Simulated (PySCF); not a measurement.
Basis-set dependence of InN at PBE0

PySCF, UKS reference; triplet, unpaired electrons π ↑↑; De to In + N without counterpoise correction.

```json
{"basis": "cc-pVDZ-PP/cc-pVDZ", "relativity": "scalar-relativistic core potentials", "functions": "37", "Re (Å)": "2.227", "ωe (cm⁻¹)": "448", "De (eV)": "1.70", "μ (D)": "-2.14"}
{"basis": "x2c-SVPall", "relativity": "spin-free X2C", "functions": "50", "Re (Å)": "2.209", "ωe (cm⁻¹)": "461", "De (eV)": "1.80", "μ (D)": "-2.12"}
{"basis": "def2-SVPD", "relativity": "scalar-relativistic core potentials", "functions": "52", "Re (Å)": "2.231", "ωe (cm⁻¹)": "451", "De (eV)": "1.88", "μ (D)": "-2.37"}
{"basis": "aug-cc-pVDZ-PP/aug-cc-pVDZ", "relativity": "scalar-relativistic core potentials", "functions": "55", "Re (Å)": "2.237", "ωe (cm⁻¹)": "440", "De (eV)": "1.85", "μ (D)": "-2.63"}
{"basis": "cc-pVTZ-PP/cc-pVTZ", "relativity": "scalar-relativistic core potentials", "functions": "69", "Re (Å)": "2.212", "ωe (cm⁻¹)": "450", "De (eV)": "1.85", "μ (D)": "-2.32"}
{"basis": "def2-TZVPPD", "relativity": "scalar-relativistic core potentials", "functions": "93", "Re (Å)": "2.210", "ωe (cm⁻¹)": "447", "De (eV)": "1.91", "μ (D)": "-2.50"}
```

Problem. How does each smaller set differ from the one with most functions, def2-TZVPPD?

Solution. cc-pVDZ-PP/cc-pVDZ: +1.7 pm, +0.2 % in ωe, -0.21 eV in De; x2c-SVPall: -0.1 pm, +3.1 % in ωe, -0.11 eV in De; def2-SVPD: +2.1 pm, +0.9 % in ωe, -0.03 eV in De; aug-cc-pVDZ-PP/aug-cc-pVDZ: +2.7 pm, -1.6 % in ωe, -0.06 eV in De; cc-pVTZ-PP/cc-pVTZ: +0.2 pm, +0.7 % in ωe, -0.06 eV in De. All at PBE0; the set with most functions is neither the basis-set limit nor always the best. The rows treat relativity differently, so the differences are not basis effects alone.

A positive dipole means In(−)N(+). Spin–orbit coupling is left out, which matters for elements this heavy, above all for dissociation energies. The state was picked by a PBE0 search and need not be the measured ground state.
